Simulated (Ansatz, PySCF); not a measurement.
CH₃Cl₂InO. Atoms are numbered in the order given.

```xyz
8

In    -0.0206    -0.0925     0.0901
Cl    -0.1924    -1.0629     2.1946
Cl     0.6052     2.1493    -0.1625
O     -0.4502    -1.1348    -1.5418
C     -0.2802    -0.5863    -2.8343
H      0.5992    -1.0336    -3.3337
H     -1.1722    -0.8215    -3.4420
H     -0.1491     0.5123    -2.8429
```
Charge 0, spin multiplicity 1.

The structure is a stationary point at r2SCAN-D4/def2-SVP. The structure was generated by enumeration; whether it is a known compound was not checked. The def2 effective core potentials stand for the cores of In; spin–orbit coupling is left out. The values are those of a single conformer.

Vertical ionisation energy (IE) and electron affinity (EA) in eV. Rows of orbital energies are one-electron estimates. Where ΔSCF, EOM or ADC give a negative EA the extra electron is unbound and the value depends on the basis.

| level | IE | EA |
|---|---|---|
| −ε(HOMO), −ε(LUMO), HF/def2-TZVP (PySCF) | 12.04 | -0.67 |
| −ε(HOMO), −ε(LUMO), PBE/def2-TZVP (PySCF) | 6.72 | 3.64 |
| ΔSCF, CAM-B3LYP/def2-SVPD (Ansatz), final states of multiplicity 2 and 2 | 10.44 | 1.30 |
| ΔSCF, PBE/def2-SVPD (Ansatz), final states of multiplicity 2 and 2 | 9.92 | 1.33 |

Q: What vertical singlet–triplet gap does ΔSCF give with CAM-B3LYP/def2-SVPD (Ansatz, a first-principles code) and with PBE/def2-SVPD (Ansatz)? (An estimate is asked for; the answer gives what the named calculation found.)

A: 4.05 and 3.53 eV (triplet above singlet where positive).
